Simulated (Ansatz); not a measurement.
Input for Ansatz (a first-principles code): R-PBE0/def2-TZVPPD on H2 (SMILES [H][H]). Files ending in .json are basis or fitting sets from the Basis Set Exchange.

Ansatz 0.2 input:
```yaml
crystal:
  periodic: [false, false, false]
  atoms:
    - {symbol: H, position_ang: [-0.34412109, 0.11184347, 2.94464771]}
    - {symbol: H, position_ang: [-0.48072203, 0.07509845, 3.67589353]}
basis:
  gaussian:
    orbitals: def2-TZVPPD.json
hamiltonian:
  xc: {name: PBE0}
scf: {lower_state_search: off}
```

The head of its log:

```
WARN ansatz: RAYON_NUM_THREADS=1 ignored (pool sized by the plan → 1); use --threads N
Functional definition: PBE0
these checks for a lower state are left out or cut short: stability, starts, cluster_reference, orbital_swaps, neighbouring_geometries, increment
integrals: 0.00 GiB planned
118 factors; their error is unknown
mean field: 0.05 GiB planned
mean field evaluation 1: about -31.7092 eV, gradient 5.4e0 eV
mean field evaluation 2: about -31.7975 eV, gradient 8.0e-1 eV
```

Give the final energy of this run.

-1.1685 hartree.
